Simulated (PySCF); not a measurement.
Functional benchmark on one molecule

Molecule: `CC(C)(C)C1CC1`, C₇H₁₄.

Structure with atom numbers: `[CH3:1][C:2]([CH3:3])([CH3:4])[CH:5]1[CH2:6][CH2:7]1`; H(Xn) means a hydrogen on atom n. Ha(C6), Ha(C7) are cis to C2 on the ring; Hb(C6), Hb(C7) are trans to C2 on the ring.

Geometry PBE0-D3(BJ)/def2-SVP throughout; GIAO in PySCF 2.14.0 with density-fitted response routines, gas phase, one conformer, non-relativistic; equivalent atoms averaged; basis pcSseg-1.

Reference values (measured; solution, not stated per compound (mostly CDCl3 or CCl4); Pretsch, Buehlmann, Badertscher, Structure Determination of Organic Compounds, 4th ed. (2009)): δ(C5) = 22.7 ppm, δ(C6/C7) = 0.3 ppm. Computed shifts are taken against TMS, calculated as an isolated molecule at each level.

Q: How do the functionals HF, LDA, PBE, BLYP, KT3, B3LYP, PBE0, B97-2, LC-wPBE perform against the reference? Times are CPU seconds on shared hosts with different chips, so compare them loosely.

A: 
```csv
functional,kind,C5,C6/C7,mean abs. error C,core-s
HF,Hartree–Fock,17.6,-1.4,3.4,9.9
LDA,LDA,28.3,2.4,3.9,35
PBE,GGA,26.2,2.8,3.0,45
BLYP,GGA,26.5,2.7,3.1,45
KT3,GGA,23.6,2.7,1.7,41
B3LYP,global hybrid,24.9,2.0,1.9,40
PBE0,global hybrid,24.3,2.0,1.7,42
B97-2,global hybrid,23.7,2.2,1.5,20
LC-wPBE,range-separated hybrid,23.5,2.2,1.4,51
```

For $^{13}$C the closest is LC-wPBE (1.4 ppm, with B97-2 practically level) and the furthest LDA (3.9 ppm). One molecule is a small sample, and vibrational and solvent effects are absent from the calculation.
